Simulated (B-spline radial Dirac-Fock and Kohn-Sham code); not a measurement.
## Scattering functions of Se²⁰⁺

System: the Se²⁰⁺ ion, 1s2 2s2 2p6 3s2 3p2.

Input file task.json (cfg lists n, l and occupation; rrms is the nuclear radius in fm):

```json
{"items": [{
  "Z": 34,
  "q": 20,
  "cfg": [[1, 0, 2], [2, 0, 2], [2, 1, 6], [3, 0, 2], [3, 1, 2]],
  "A": 80,
  "rrms": 4.14,
  "do": ["scatter"],
  "s": [0.0, 0.05, 0.06, 0.08, 0.1, 0.12, 0.15, 0.18, 0.22, 0.27, 0.34, 0.42, 0.51, 0.63, 0.78, 0.96, 1.19, 1.47, 1.81, 2.23, 2.76, 3.4, 4.2],
  "pz": [0, 0.1, 0.2, 0.3, 0.4, 0.5, 0.6, 0.8, 1.0, 1.2, 1.4, 1.6, 1.8, 2.0, 2.5, 3.0, 4.0, 5.0, 7.0, 10.0, 15.0, 20.0, 30.0, 40.0, 60.0, 100.0],
  "hv_scatter": [2000, 8047.8, 17479.3, 50000, 100000, 200000, 500000, 1000000]
}]}
```

Command: `python xray_run.py task.json out`

Calculated with a radial finite-basis atomic code, using Dirac-Fock densities. f₀ is the Fourier transform of the spherical electron density, S the Waller-Hartree incoherent function, and s = sin θ/λ.

```
s (Å⁻¹)      f₀       S
      0  14.000   0.000
   0.05  13.975   0.034
   0.06  13.964   0.049
   0.08  13.935   0.086
    0.1  13.899   0.134
   0.12  13.856   0.192
   0.15  13.776   0.297
   0.18  13.679   0.423
   0.22  13.526   0.620
   0.27  13.299   0.907
   0.34  12.921   1.368
   0.42  12.421   1.950
   0.51  11.798   2.630
   0.63  10.921   3.510
   0.78   9.839   4.489
   0.96   8.673   5.455
   1.19   7.473   6.444
   1.47   6.386   7.456
   1.81   5.367   8.539
   2.23   4.288   9.673
   2.76   3.148  10.765
    3.4   2.201  11.639
    4.2   1.578  12.291
```

f₀ starts at the number of electrons, 14, and has fallen to half at s ≈ 1.31 Å⁻¹. The sum of ⟨r²⟩ over the electrons is 1.375 bohr².
